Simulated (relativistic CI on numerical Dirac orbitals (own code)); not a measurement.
**Hyperfine structure of Sb43+, mass number 123**

Calculated at this level of theory: Dirac-Coulomb-Breit CI, KLI orbitals optimised for each configuration, model QED, unscaled Slater integrals (own radial code, finite nucleus).

Configurations in the expansion (outside the closed core 1s2): 2s2 2p4, 2s 2p5, 2p6, 2p5 3s, 2p5 3p, 2p5 3d, 2s2 2p3 3s, 2s2 2p3 3p, 2s2 2p3 3d, 2s 2p4 3s, 2s 2p4 3p, 2s 2p4 3d, 2s2 2p3 4s, 2s2 2p3 4p, 2s2 2p3 4d, 2s2 2p3 4f. Levels of other configurations are missing.

Nuclear spin I = 7/2, μ = 2.5457 μN, Q = -0.692 b (tables of Stone and Pyykkö). The electronic factors are computed for point nuclear moments, without core polarisation or the Bohr-Weisskopf and QED corrections.

| Level | E (eV) | A (GHz) | B (GHz) |
| --- | --- | --- | --- |
| 2s2 2p4 3P_2 | 0.000 | 177.1 | -47.4 |
| 2s2 2p4 3P_1 | 258.218 | -60.37 | 161 |
| 2s2 2p4 1D_2 | 274.491 | 424.7 | 371 |
| 2s 2p5 3P°_2 | 500.208 | 1041 | 321 |
| 2s 2p5 1P°_1 | 549.316 | -621.4 | 79.4 |
| 2s 2p5 3P°_1 | 797.501 | 2323 | 81.7 |

Levels with J = 0, under 50 % of one LS term, or S terms without an open s electron are left out. Small factors come from cancelling terms and can be off by tens of per cent or more.

At this charge energies of transitions that change n are usually good to better than 1 %, and those within a shell (Δn = 0) to a few per cent.

(1) Give the hyperfine levels of 2s2 2p4 3P_2 relative to its centre of gravity.

Answers

(1) With K = F(F + 1) − I(I + 1) − J(J + 1), E = AK/2 + B[¾K(K + 1) − I(I + 1)J(J + 1)]/[2I(2I − 1)J(2J − 1)]: F = 3/2: -1619, F = 5/2: -1155, F = 7/2: -517.8, F = 9/2: 281.7, F = 11/2: 1228 GHz.

LS names give the leading component of a level, which can be under half, so a name can repeat, a term be missing and a line seem to break the LS rules.
